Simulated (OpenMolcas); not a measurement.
# Ag VII: effect of the active space

| Property | Result |
| --- | --- |
| Program | OpenMolcas 26.06 |
| Method | CASSCF or its RAS form |
| Basis | ANO-RCC-VQZP |
| Scalar Hamiltonian | DKH2, point nucleus |
| Spin-orbit coupling | RASSI with atomic mean-field integrals over the reference wave functions, term energies averaged over their components |

A. 5 electrons in 5 orbitals (4d); 2S+1 = 6 even, 1 root; 2S+1 = 4 even, 24 roots; 2S+1 = 2 even, 75 roots; cost of the order of 40 core-seconds
B. 11 electrons in 8 orbitals (RAS1 4p, at most 2 holes; RAS2 4d); 2S+1 = 6 even, 1 root; 2S+1 = 4 even, 24 roots; 2S+1 = 2 even, 67 roots; cost about 50 core-seconds
C. 5 electrons in 10 orbitals (4d 5d); 2S+1 = 6 even, 1 root; 2S+1 = 4 even, 24 roots; 2S+1 = 2 even, 67 roots; cost of the order of 2.9 core-minutes

Energies in cm⁻¹ above 4d⁵ ⁶S_5/2, the measured ground level; measured values from the list in Gamrath, thesis, University of Mons (2023).

| Level | A | B | C | Measured |
| --- | --- | --- | --- | --- |
| 4d⁵ ⁶S_5/2 | 0.0 | 0.0 | 0.0 | 0.0 |
| 4d⁵ ⁴G_5/2 [58 %] | 35221 | 35164 | 34746 | 29390 |
| 4d⁵ ⁴G_7/2 | 35900 | 36371 | 35460 | 30378 |
| 4d⁵ ⁴G_11/2 | 36081 | 36674 | 35708 | 30662 |
| 4d⁵ ⁴G_9/2 | 36280 | 36875 | 35877 | 30907 |
| 4d⁵ ⁴P_3/2 [62 %] | 40097 | 37246 | 39554 | 32994 |
| 4d⁵ ⁴P_1/2 | 41492 | 38350 | 40939 | 34605 |
| 4d⁵ ⁴D_7/2 | 44037 | 42869 | 43584 | 36485 |
| 4d⁵ ⁴D_1/2 | 45824 | 44359 | 45328 | 38685 |
| 4d⁵ ⁴D_5/2 [62 %] | 46520 | 44650 | 46005 | 39299 |
| 4d⁵ ⁴D_3/2 [62 %] | 46772 | 44940 | 46263 | 39788 |
| 4d⁵ ²I_11/2 | 51126 | 52984 | 50495 | 44011 |
| 4d⁵ ²I_13/2 | 52394 | 54625 | 51825 | 45546 |
| 4d⁵ ²D_3/2(1) [55 %] | 57401 | 54225 | 56683 |  |
| 4d⁵ ⁴F_9/2 [66 %] | 58698 | 56876 | 58004 | 49104 |
| 4d⁵ ⁴F_5/2 | 60408 | 58066 | 59635 | 51049 |
| 4d⁵ ²H_9/2 [62 %] | 62937 | 61678 | 62167 | 53797 |
| 4d⁵ ⁴F_3/2 [55 %] | 63018 | 60466 | 62344 |  |
| 4d⁵ ²G_7/2(1) | 66005 | 65166 | 65295 |  |
| 4d⁵ ²H_11/2 | 66238 | 65518 | 65500 | 57962 |
| 4d⁵ ²G_9/2(1) [58 %] | 68606 | 67778 | 67921 |  |
| 4d⁵ ²F_5/2(2) [68 %] | 70720 | 68809 | 70011 |  |
| 4d⁵ ²F_7/2(2) | 70743 | 69072 | 70030 | 59792 |
| 4d⁵ ²S_1/2 | 76881 | 74237 | 76542 |  |

Deviations, from unrounded energies. A percentage is the sum of absolute deviations over the sum of measured energies, with the sign that they share, or ± where signs differ.

```csv
Against measurement,Levels,A,B,C
mean absolute deviation (cm-1),17,7400,6600,6900
other terms of the ground configuration (%),17,+17.9,+15.9,+16.6
```

B, C lie about equally close to measurement and A furthest from it. The largest miss of B in the table is 4d⁵ ²F_7/2(2), by +9300 cm-1. The ranking rests on the paired levels alone, and a cruder setting can come out closer through cancelling errors.

The spin-orbit steps hold different terms of 4d⁵ (B lacks a ²D, ²P; C lacks a ²D, ²P), which shifts levels as well.

Among A to C the level of the table that moves most is 4d⁵ ²D_3/2(1) [55 %], by 3200 cm-1 (lowest in B, highest in A).

Without dynamic correlation excited terms often stand tens of per cent too high (terms of higher spin than the ground term too low), and those without a measured partner can miss by more than the paired ones. Some levels mix across a computed gap that differs much from the measured one, so their mixing is not that of the real levels (holds for B). Active for correlation alone: 4p; no level in the range computed is led by a configuration that opens it, so any true level of that kind is missing (holds for B). Active for correlation alone: 5d; no level in the range computed is led by a configuration that fills it, so any true level of that kind is missing (holds for C). Measured partners are found by configuration, term and J. A level has none where our copy of the source lacks it or the pairing is in doubt (some pairs that miss far off the trend of their configuration count as doubtful), and it then counts in no deviation. Levels of configurations outside the active space are missing. The table leaves out levels that lie high or whose names do not pair safely across all columns.

A share in square brackets marks a mixed level and gives the weight of the term that names it, the lowest over the columns. A number in round brackets counts repeated terms of one configuration in the order of the reference energies.
